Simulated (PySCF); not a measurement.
B3LYP has the VWN-RPA correlation part, as in Gaussian. 

Cartesian coordinates (Å):
SMILES: F[CH]F
```xyz
4

F      1.1394    -0.5189    -0.0744
C     -0.0018     0.0840     0.2446
F     -1.0496    -0.6693    -0.0745
H     -0.0735     1.1153    -0.0974
```
Charge 0, spin multiplicity 2.

Question: Estimate the highest occupied spin orbital, dipole moment and total energy that B3LYP-D3(BJ)/def2-TZVP (PySCF) returns for this input.

Answer: 
The highest occupied spin orbital comes out as -6.66 eV and the dipole moment is 1.37 D. The total energy is -6487.94 eV.
